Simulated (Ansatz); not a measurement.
(CuH)n off (charge +1): PBE-D4/def2-TZVP single points in Ansatz on relaxed structures, gas phase. Each cluster is the lowest isomer that a short search found in that spin, judged at the geometry's level, and lower ones may exist. HOMO and LUMO are taken over both spins. Singlets are spin-restricted. The spins of the ions were chosen, not always searched. The structures are stationary points that may keep the symmetry of their start. Remarks come from the PBE and PBE0 runs and from stability tests at other levels; not every state was tested. HOMO above LUMO (over both spins in singlets and doublets, within one spin in higher multiplets; at PBE or PBE0), or a gap under 0.15 eV within one spin, warns that the state may not be the lowest or that an electron is smeared out.

```json
{"species": "Cu2H⁺", "atoms": "3", "state": "singlet", "geometry": "PBE-D4/def2-TZVP", "HOMO (eV)": "-11.97", "LUMO (eV)": "-8.91", "gap (eV)": "3.06", "vertical EA (eV)": "6.38", "lowest of the spins relaxed": "singlet, of singlet/triplet", "point group (within 0.1 Å)": "C2v", "remarks": "gap within one spin near zero at PBE or PBE0 (quintet), HOMO above LUMO (quintet)"}
{"species": "Cu3H2⁺", "atoms": "5", "state": "singlet", "geometry": "B3LYP-D4/def2-TZVP", "HOMO (eV)": "-10.69", "LUMO (eV)": "-7.86", "gap (eV)": "2.82", "vertical EA (eV)": "5.71", "lowest of the spins relaxed": "singlet, of singlet/triplet/quintet", "point group (within 0.1 Å)": "C2", "remarks": "gap within one spin near zero at PBE or PBE0 (neutral doublet)"}
{"species": "Cu3H3⁺", "atoms": "6", "state": "doublet; reduced ion singlet", "geometry": "r2SCAN-D4/def2-SVP", "HOMO (eV)": "-11.46", "LUMO (eV)": "-11.00", "gap (eV)": "0.46", "vertical EA (eV)": "7.97", "lowest of the spins relaxed": "–", "point group (within 0.1 Å)": "Cs", "remarks": "–"}
```

The gap (eV) runs from 0.46 (Cu3H3⁺) to 3.06 (Cu2H⁺). The vertical EA (eV) runs from 5.71 (Cu3H2⁺) to 7.97 (Cu3H3⁺).
